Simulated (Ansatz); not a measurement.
Sn oxide hydroxide: binding per atom (eV) at several levels, gas phase, relaxed structures; Ansatz. Clusters are the lowest isomers that short searches found in that spin, judged at the geometry's level. Core potentials for Sn in the def2 sets, no spin–orbit coupling. Binding counts from free atoms in the multiplicity of their measured ground term, without zero-point energy. A dash marks a value that wasn't run or was left out as unsound. The structures are stationary points that may keep the symmetry of their start.

```csv
species,state,geometry,HF/STO-3G,PBE-D4/def2-SVP,PBE-D4/def2-TZVPD,r2SCAN-D4/def2-TZVP,PBE0-D4/def2-SVP,PBE0-D4/def2-TZVP
SnO3H2 (with an O–O bond),singlet,PBE-D4/def2-SVP,–,3.33,3.37,3.19,3.05,3.10
SnO4H4 (with an O–O bond),singlet,B3LYP-D4/def2-SVP,1.66,3.14,3.18,3.04,2.92,2.96
Sn2O6H4 (with 2 O–O bonds),singlet,r2SCAN-D4/def2-SVP,1.89,3.52,3.51,3.34,3.26,3.25
```

(1) Estimate the rows for Sn3O9H6 (with 3 O–O bonds) (singlet, r2SCAN-D4/def2-SVP geometry).

(1) 
```csv
species,state,geometry,HF/STO-3G,PBE-D4/def2-SVP,PBE-D4/def2-TZVPD,r2SCAN-D4/def2-TZVP,PBE0-D4/def2-SVP,PBE0-D4/def2-TZVP
Sn3O9H6 (with 3 O–O bonds),singlet,r2SCAN-D4/def2-SVP,1.71,3.36,–,3.20,3.08,3.10
```
